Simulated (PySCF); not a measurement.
LDA on Ir- (iridium, charge -1), [Xe] 4f14 5d8 6s2, high-spin 3F determinant. All numbers are calculated (PySCF 2.14, scalar relativity through the core potential, in def2-TZVPPD with the def2 core potential (60 electrons) (6s5p3d2f1g, 59 functions)).

```
cycle= 1 E= -104.118412002876  delta_E= -0.012  |g|= 0.136  |ddm|= 0.671
cycle= 2 E= -104.101270004061  delta_E= 0.0171  |g|= 0.236  |ddm|= 0.444
cycle= 3 E= -104.126266558942  delta_E= -0.025  |g|= 0.00167  |ddm|= 0.311
cycle= 4 E= -104.126267993425  delta_E= -1.43e-06  |g|= 0.000226  |ddm|= 0.00333
cycle= 5 E= -104.126268024565  delta_E= -3.11e-08  |g|= 3.67e-05  |ddm|= 0.000577
cycle= 6 E= -104.126268025424  delta_E= -8.59e-10  |g|= 1.02e-06  |ddm|= 8.67e-05
converged SCF energy = -104.126268025424  <S^2> = 2.004241  2S+1 = 3.002826
```

Highest occupied orbital energy: 1.961 eV; ⟨L²⟩ = 12.01; populations by l: s 4.00, p 6.00, d 8.00, f 0.00.

(1) Can this result be used?

Results:

(1) With care. The run converged. Energies and moments cover only the electrons outside the core potential. Spin-orbit coupling, absent here, splits the open shell strongly. At LDA the highest occupied level has a positive energy, so only the finite basis holds that electron; in a semilocal or global hybrid functional this comes from self-interaction and does not mean that the real anion is unbound.
